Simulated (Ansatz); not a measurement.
The cluster Pd2H⁻, relaxed as a triplet with UKS r2SCAN-D4/def2-TZVPD in Ansatz, starting from the r2SCAN-D4/def2-TZVPD geometry of the charge -1 singlet. Force threshold 0.02 eV/Å.

In the def2 sets Pd takes a core potential; there is no spin–orbit coupling. The highest occupied level of the charge -1 triplet lies above zero (up to 0.55 eV). It is a level of α spin, whose loss leaves a doublet; that state wasn't run at this geometry and level. The electron is either unbound and held by the finite basis, or the level is raised by self-interaction error. At r2SCAN-D4/def2-TZVPD a singlet of charge -1 lies 0.23 eV below the triplet, each at its own geometry. The structure comes from a short search, and lower isomers may exist.

Start:

```xyz
3

Pd   -0.090   -1.763   -0.072
Pd    0.460    0.559    0.586
H    -0.369    1.204   -0.513
```

| step | energy (eV) | largest force component (eV/Å) | SCF passes |
| --- | --- | --- | --- |
| 1 | -6979.9233 | 0.432 | 63 |
| 2 | -6979.9637 | 0.180 | 73 |
| 3 | -6979.9866 | 0.275 | 75 |
| 4 | -6979.9898 | 0.187 | 65 |
| 5 | -6979.9914 | 0.006 | 67 |

Force components are those of the run's own axes.

End:

```xyz
3

Pd   -0.0226   -1.9470    0.0210
Pd    0.3617    0.4569    0.4603
H    -0.3392    1.4901   -0.4813
```

By distances, no bond broke or formed. The bond that changes most is Pd2–H3, from 1.52 to 1.56 Å (atoms count from 1).

No frequencies were taken in this run, so the end may be a saddle point.

Run time 31 s (4 threads of Arm Neoverse V2 on a shared host).
